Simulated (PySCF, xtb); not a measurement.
CH₇O₂PSi, SMILES C[Si](O)(O)P. The values are those of a single conformer.

Harmonic wavenumbers (cm⁻¹) from GFN2-xTB (xtb) at its own minimum, in rising order: 81, 85, 127, 148, 201, 220, 235, 250, 312, 467, 685, 703, 724, 778, 789, 817, 846, 868, 915, 1141, 1370, 1476, 1484, 2308, 2397, 3044, 3046, 3061, 3650, 3659.

Problem. What does PBE0-D3(BJ)/def2-SVP (PySCF) give at its own minimum? (An estimate is asked for; the answer gives what the named calculation found.)

Solution. 119, 143, 151, 174, 223, 247, 263, 295, 371, 458, 616, 690, 708, 756, 770, 807, 871, 892, 944, 1087, 1269, 1423, 1427, 2404, 2420, 3058, 3160, 3176, 3918, 3923. Paired by order, the mean absolute difference is 57 cm⁻¹ and the zero-point energies are 51.3 and 52.6 kcal/mol.
